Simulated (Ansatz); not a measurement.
Q: Name a neutral molecule of Al, C, Sn and H with size of the dipole moment (PBE/def2-TZVPP) between 0.75 and 1.05 D and HOMO energy (ωB97M-V/def2-TZVPP) between -9.70 and -9.40 eV (Ansatz, PBE0-D4/def2-TZVP geometry).

A: `C=[C]([AlH2])[SnH3]` (0.83 D, -9.46 eV). Other molecules can fit too; these were computed, each in one conformer that needn't be the lowest.
